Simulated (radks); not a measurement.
The numbers below are computed, except where a source is named.
Species: Ga2+. Configuration: [Ar] 3d10 4s1 (the NIST ground configuration).

Code: a radial shooting solver on a logarithmic mesh with Libxc functionals. Model: scalar-relativistic Kohn-Sham, exchange-only r2SCAN, spin-polarised, spherical densities, finite nucleus; open shells are filled with parallel spins first; meta-GGA in the generalised Kohn-Sham scheme; Fermi nuclear charge, rms radius 3.9973 fm.

Energy parts (eV):
part                   energy
total              -52840.823
kinetic             53776.255
electron-nucleus  -126840.084
Hartree             22233.897
exchange            -2010.891

Orbitals (lengths in bohr, moments of r in powers of bohr):
orbital  occ.  eigenvalue (eV)      <r>   <1/r>
1s up       1        -10280.31  0.04861   31.30
1s down     1        -10280.24  0.04861   31.30
2s up       1        -1293.589   0.2175   6.865
2s down     1        -1293.622   0.2175   6.864
2p up       3        -1126.452   0.1907   6.716
2p down     3        -1126.458   0.1907   6.716
3s up       1        -172.6409   0.6513   2.184
3s down     1        -172.6108   0.6510   2.185
3p up       3        -121.3683   0.6793   2.026
3p down     3        -121.3099   0.6782   2.028
3d up       5         -38.7019   0.8032   1.652
3d down     5         -38.4132   0.7894   1.668
4s up       1         -26.3073    2.094  0.6179
4s down     0         -23.0444    2.101  0.6222

The highest occupied level is 4s up at -26.307 eV. The electron density at the nucleus is 2.853e+04 e/bohr^3 (large components only). Spin moment in Bohr magnetons: 1.
